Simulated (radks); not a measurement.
Question: These are the eigenvalues of the occupied orbitals of an atom or ion with whole-number occupations (eV). Method: scalar-relativistic Kohn-Sham, PBEsol, spin-unpolarised, spherical densities, point nucleus; computed with a radial shooting solver on a logarithmic mesh with Libxc functionals.

orbital  eigenvalue
1s        -15023.08
2s        -2006.911
2p        -1779.533
3s        -297.5544
3p        -224.6533
3d        -103.9898
4s         -31.9058
4p         -15.9785
5s          -2.2225

Which element is it, and in what charge state? The configuration may be excited.

Answer: Z = 37, rubidium, charge 0: Rb in [Kr] 5s1. The list shows which subshells hold electrons but not how many an open one holds; the 1s level, -552.09 hartree, gives Z - s = 33.2 by -(Z - s)^2/2, which with screening and relativity narrows Z to a few neighbours, and the depths of the outer levels then fix element, charge and occupations together.
